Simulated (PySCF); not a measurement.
## Basis and Hamiltonian dependence of the ionisation energy of Cl²⁺

Cl²⁺ [Ne] 3s2 3p3 (4S) → Cl³⁺ [Ne] 3s2 3p2 (3P). Calculated with PySCF 2.14 from differences of total energies of unrestricted determinants, without spin-orbit coupling. Values in eV.

```csv
basis,Hamiltonian,functions,UHF,PBE,PBE0,MP2 (valence),CCSD(T) (valence),CCSD(T) (valence and next inner shell)
def2-SVP,non-relativistic,18,38.927,n/a,n/a,39.355,39.266,n/a
x2c-SVPall,spin-free X2C,18,38.917,n/a,39.610,39.346,39.260,n/a
jorge-DZP-DKH,spin-free X2C,24,38.972,n/a,n/a,39.435,39.354,n/a
aug-cc-pVDZ-DK,spin-free X2C,27,38.970,39.606,39.679,39.409,39.331,n/a
def2-TZVP,non-relativistic,37,38.956,n/a,n/a,39.584,39.550,n/a
cc-pV(T+d)Z,non-relativistic,39,38.958,n/a,n/a,39.603,39.568,n/a
x2c-TZVPPall,spin-free X2C,42,38.940,39.573,39.651,39.588,39.553,39.560
aug-cc-pV(T+d)Z,non-relativistic,55,38.963,39.584,39.667,39.613,39.577,n/a
x2c-QZVPPall,spin-free X2C,70,38.955,39.570,39.654,39.656,39.620,39.631
def2-QZVPPD,non-relativistic,79,38.961,39.577,39.660,39.662,39.623,39.635
aug-cc-pVQZ-DK,spin-free X2C,84,38.961,39.580,39.662,39.658,39.620,n/a
"x2c-QZVPPall with one added diffuse shell each of s, p, d, f type",spin-free X2C,86,38.955,39.570,39.654,39.657,39.620,39.631
dyall-acv3z,non-relativistic,113,38.962,39.577,39.660,39.628,39.592,n/a
"aug-cc-pV(Q+d)Z with one added diffuse shell each of s, p, d, f, g type",non-relativistic,114,38.963,39.584,39.666,39.665,n/a,n/a
```

Frozen in the all-electron rows: valence: [Ne]; valence and next inner shell: 1s2.

Between the lowest levels the reference is 39.8 ± 0.11 eV (semi-empirical (NIST evaluation); NIST Atomic Spectra Database, ionization energies); it includes spin-orbit coupling, which these numbers lack.
